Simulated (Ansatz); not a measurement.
Reaction (substitution at a C–Sn bond): `B[CH2][SnH]([Cl])[Cl]` + `B[NH][AlH2]` → `BC[N](B)[AlH2]` + `[Cl][SnH2][Cl]`

Gas-phase electronic energies from Ansatz, PBE0-D4/def2-TZVP geometries. CBS: MP2 limit from def2 TZ/QZ plus the TZ coupled-cluster correction, frozen cores. DFT in def2-TZVPP. HSE06 is defined as in plane-wave codes. Elements past krypton have def2 core potentials. For Sn outer-core shells are correlated without core-valence functions, which leaves a few kJ/mol of doubt a bond. Each species was taken in one conformer, which may not be the lowest.

```tsv
level	ΔE (kJ/mol)	difference from CCSD(T)/CBS
LDA (SPW92)	83.9	-26.9
PBE0-D4	98.5	-12.3
r2SCAN0-D4	102.1	-8.7
HSE06-D4	98.8	-12.0
B2PLYP	104.2	-6.6
revPBE	100.0	-10.8
r2SCAN0	101.9	-8.9
RPA@PBE/def2-TZVPP	103.3	-7.5
CCSD(T)/def2-SVP	93.2	-17.6
MP2/def2-TZVPP	115.7	4.9
CCSD(T)/CBS	110.8	0
```

Largest T1 diagnostic among the species: 0.012.

At CCSD(T), def2-SVP lies −17.6 kJ/mol from the extrapolated value and def2-TZVPP −4.4 kJ/mol. Leaving LDA and LC-ωPBE aside and taking each functional with its dispersion term where it has one, the values, not all of them listed here, spread over 10.0 kJ/mol, from CAM-B3LYP-D4 to PBE-QIDH. LDA lies −12.8 kJ/mol from PBE without D4. In def2-TZVPP, CCSD(T) changes the Hartree–Fock value by +8.5 kJ/mol (the triples alone add +1.5 kJ/mol) and MP2 by +17.7 kJ/mol.
